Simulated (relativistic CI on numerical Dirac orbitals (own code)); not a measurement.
**Rh²⁺: 3p photoemission**

Computed with this model: Dirac-Coulomb-Breit CI, orbitals from a KLI potential per configuration, QED by a radiative potential, multiplet model of photoemission in the sudden approximation, unscaled Slater integrals; configurations [Kr] 4d7 → [Ne] 3s2 3p5 3d10 4s2 4p6 4d7; 300 K; Lorentzian 2 eV and Gaussian 0.6 eV FWHM. Energies are those of the free ion, without screening or charge transfer. The energies are binding energies and can lie tens of eV above those of solids. S is read from ⟨S²⟩ = S(S + 1).

Field parameters in Wybourne normalisation: D3d B²₀ = −7Dσ, B⁴₀ = −14Dq − 21Dτ, B⁴₃ = −14√(10/7) Dq. The field is a parameter set, without covalency.

free ion: ground-state S = 1.49, centroid 539.43 eV. Peaks (eV, height): 530.8 (100), 556.4 (57).

D3d, 10Dq = 17900, Dσ = -1200, Dτ = 360 cm⁻¹: ground-state S = 0.74, centroid 539.66 eV. Peaks (eV, height): 531.2 (100), 556.6 (56).

Strongest unbroadened transitions for free ion:

| Energy (eV) | Relative strength |
| --- | --- |
| 530.40 | 100.0 |
| 530.79 | 45.4 |
| 530.91 | 8.2 |
| 531.01 | 31.6 |
| 531.11 | 73.8 |
| 531.16 | 1.1 |
| 531.35 | 10.1 |
| 531.68 | 19.3 |
| 532.40 | 1.2 |
| 532.80 | 2.0 |
| 533.00 | 5.8 |
| 533.20 | 1.0 |
| 533.28 | 0.9 |
| 533.46 | 3.1 |
| 533.87 | 1.2 |
| 556.21 | 57.6 |
| 556.35 | 84.2 |
| 556.65 | 11.5 |
